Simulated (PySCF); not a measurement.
**Working out the ionisation energy of N+**

N+ [He] 2s2 2p2 (3P) → N(2+) [He] 2s2 2p1 (2P). Computed with PySCF 2.14 in dyall-av2z (11s7p2d, 42 functions), with no relativity, point nucleus. Frozen: 1s2; the 8 highest virtual orbitals dropped. Energies in hartree (1 hartree = 27.21139 eV):

```json
{"part": "UHF", "N+ (lower)": "-53.891659", "N(2+) (upper)": "-52.818171"}
{"part": "MP2 opposite-spin", "N+ (lower)": "-0.052137", "N(2+) (upper)": "-0.049066"}
{"part": "MP2 same-spin", "N+ (lower)": "-0.011245", "N(2+) (upper)": "-0.003306"}
```

Question: What does Hartree-Fock give?

Answer: (-52.818171) − (-53.891659) = 1.073488 hartree = 29.211 eV.

Question: What do MP2 and SCS-MP2 (6/5 opposite-spin, 1/3 same-spin) give?

Answer: The opposite-spin parts differ by 0.084 eV and the same-spin parts by 0.216 eV. MP2: 29.211 + (0.084) + (0.216) = 29.511 eV. SCS-MP2: 29.211 + 1.2 × (0.084) + (0.216)/3 = 29.384 eV.

A first-order spin-orbit estimate adds -0.003 eV to MP2 (valence), giving 29.508 eV against 29.601 eV (semi-empirical (NIST evaluation); NIST Atomic Spectra Database, ionization energies).

A double-zeta basis recovers only part of the correlation energy.

What remains against the reference includes basis incompleteness, the frozen core and correlation beyond second order.
